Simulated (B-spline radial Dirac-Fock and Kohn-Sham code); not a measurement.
# X-ray lines that fill the K vacancy in Lu⁵⁺

System: lutetium as Lu⁵⁺, [Xe] 4f12.

The run's input, task.json:

```json
{"items": [{
  "Z": 71,
  "q": 5,
  "cfg": [[1, 0, 2], [2, 0, 2], [2, 1, 6], [3, 0, 2], [3, 1, 6], [3, 2, 10], [4, 0, 2], [4, 1, 6], [4, 2, 10], [4, 3, 12], [5, 0, 2], [5, 1, 6]],
  "A": 175,
  "rrms": 5.37,
  "do": ["binding", "quiet", "decay"],
  "holes": ["K", "L1", "L2", "L3", "M1", "M2", "M3", "M4", "M5", "N1", "N2", "N3", "N4", "N5"]
}]}
```

Launch: `python xray_run.py task.json out`

These are calculated numbers from an atomic code on a B-spline grid; the model is independent-particle rates on relativistic LDA orbitals of the hole state (multipoles up to L = 3, Coulomb Auger matrix elements, transition energies from Dirac-Fock).

```tsv
line	multipole	energy (eV)	rate (s⁻¹)	share (%)
K-L1	M1	52430.6	8.71e+12	0.0183
Kα2 (K-L2)	E1	52958.5	1.38e+16	29.0
Kα1 (K-L3)	E1	54063.2	2.43e+16	50.9
Kβ3 (K-M2)	E1	61038.7	2.54e+15	5.32
Kβ1 (K-M3)	E1	61277.6	4.94e+15	10.3
Kβ5'' (K-M4)	E2	61665.6	5.08e+13	0.106
Kβ5' (K-M5)	E2	61716.5	6.50e+13	0.136
Kβ2'' (K-N2)	E1	62890.4	5.76e+14	1.21
Kβ2' (K-N3)	E1	62945.0	1.12e+15	2.35
K-N4	E2	63102.2	1.21e+13	0.0254
K-N5	E2	63112.2	1.54e+13	0.0323
K-O2	E1	63290.7	9.50e+13	0.199
K-O3	E1	63299.2	1.84e+14	0.386
```

The listed lines hold 100.0 % of the radiative rate. The radiative width is 31.4 eV in the length form and 32.1 eV in the velocity form; the two differ because the transition energies are not eigenvalue differences of the potential that gave the orbitals. Kα2/Kα1 is 0.569 and Kβ/Kα is 0.252.
